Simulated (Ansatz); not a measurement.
mer-TiF3(H2O)3 (TiO₃F₃H₆). Charge 0, multiplicity 2. Geometry PBE-D4/def2-SVP, basis def2-TZVP, Ansatz.

```csv
run,HOMO (eV),LUMO (eV)
A,-3.22,-2.48
B,-4.72,-1.91
C,-5.69,-1.21
D,-8.78,1.22
E,-6.15,-1.16
F,-3.78,-2.40
```

LC-ωPBE has ω = 0.4 bohr⁻¹.

HOMO and LUMO are taken over both spins.

The runs used LC-ωPBE, PBE, PBE0, r2SCAN, r2SCAN0, r2SCANh. Estimate which is which.

A PBE (0 % exact exchange); B r2SCANh (10 % exact exchange); C PBE0 (25 % exact exchange); D LC-ωPBE (range-separated); E r2SCAN0 (25 % exact exchange); F r2SCAN (0 % exact exchange). Exact exchange lowers occupied and raises empty levels; among semilocal functionals meta-GGAs tend to open the gap a little, and such runs are hard to tell apart. The gap grows from 0.74 eV (PBE) to 9.99 eV (LC-ωPBE).
